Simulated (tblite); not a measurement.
Run record: molecular-dynamics run, `CC(C)(C#CC#N)C(=O)[O-]`.

Computed with GFN2-xTB (tblite), gas phase: Langevin dynamics at 300 K from the optimised GFN2-xTB geometry, time step 0.5 fs, friction 0.01 fs⁻¹, 2000 steps. The input is one job of a driver script: a line of settings, then coordinates in Å. «temperature» is in K, «steps» counts time steps and «every» is the stride of the printed frames; «frames» go on to single points.

Command:
```bash
OMP_NUM_THREADS=1 python probes_run.py task.json out
```

Input:
```
{"job": {"kind": "md", "xc": "GFN2-xTB", "basis": "xTB", "temperature": 300, "steps": 2000, "every": 50, "frames": 5}, "charge": -1, "multiplicity": 1}
C     -1.026464    -1.167508    -0.679121
C     -0.389952     0.002102     0.067985
C     -0.904046     0.119881     1.500807
C      1.019060    -0.050738     0.016650
C      2.234425    -0.009767    -0.083837
C      3.578644    -0.040119    -0.150671
N      4.735605    -0.089716    -0.195028
C     -0.783501     1.440726    -0.753764
O     -0.990585     1.268106    -1.941291
O     -0.807142     2.414542    -0.022811
H     -2.110424    -1.063214    -0.666078
H     -0.756424    -2.121827    -0.220158
H     -0.698360    -1.162637    -1.716021
H     -1.992955     0.143830     1.497513
H     -0.570993    -0.722334     2.112115
H     -0.544485     1.047616     1.940395
```

Output:
```
t/fs     T/K      E/eV
    0.0   244.0   -796.30433
   25.0   160.1   -796.05246
   50.0   197.4   -796.11692
   75.0   178.8   -796.00670
  100.0   191.4   -795.99132
  125.0   166.5   -795.88682
  150.0   188.1   -795.91577
  175.0   226.7   -795.86389
  200.0   249.5   -795.93660
  225.0   264.5   -795.88974
  250.0   266.0   -795.76066
  275.0   190.1   -795.63115
  300.0   253.5   -795.73488
  325.0   318.9   -795.70718
  350.0   304.4   -795.71464
  375.0   251.0   -795.78288
  400.0   230.8   -795.89219
  425.0   222.8   -795.75305
  450.0   236.6   -795.84467
  475.0   210.2   -795.73309
  500.0   326.1   -795.95919
  525.0   243.6   -795.80314
  550.0   173.4   -795.73907
  575.0   249.1   -795.99417
  600.0   244.8   -795.83305
  625.0   225.8   -795.66173
  650.0   262.3   -795.83911
  675.0   292.0   -795.96400
  700.0   250.4   -795.83820
  725.0   299.1   -795.91412
  750.0   352.4   -795.81000
  775.0   354.0   -795.73982
  800.0   378.2   -795.64646
  825.0   350.0   -795.76708
  850.0   286.6   -795.69089
  875.0   387.1   -795.91962
  900.0   338.3   -795.78675
  925.0   264.2   -795.62172
  950.0   321.6   -795.69404
  975.0   320.0   -795.84850
 1000.0   294.2   -795.87403
```

E is the potential energy; T comes from the kinetic energy over all 3N coordinates.

Sum up the printed frames.

41 frames over 1000 fs. T runs from 160 K (25 fs) to 387 K (875 fs), with a mean of 263 K over all frames and 296 K from 500 fs on. E starts at -796.304 eV, peaks 0.683 eV above that at 925 fs, and averages 0.497 eV above it from 500 fs on.

Give the last frame.

0.20 Å rms from the start after alignment:
```
atom  x, y, z in Å
C1     -1.698   -0.921    0.675
C2     -0.827    0.228    1.298
C3     -0.862    0.181    2.836
C4      0.503    0.281    0.870
C5      1.679    0.320    0.583
C6      2.879    0.302    0.034
N7      3.970    0.378   -0.368
C8     -1.617    1.579    0.646
O9     -1.749    1.601   -0.578
O10    -1.861    2.438    1.521
H11    -2.739   -0.945    1.054
H12    -1.122   -1.947    0.788
H13    -1.782   -0.747   -0.385
H14    -1.890    0.046    3.166
H15    -0.249   -0.657    3.192
H16    -0.475    1.149    3.238
```

The run took 13 s on one thread, Arm Neoverse V1 (aarch64) (shared host), and the process peaked at 0.18 GiB of memory.
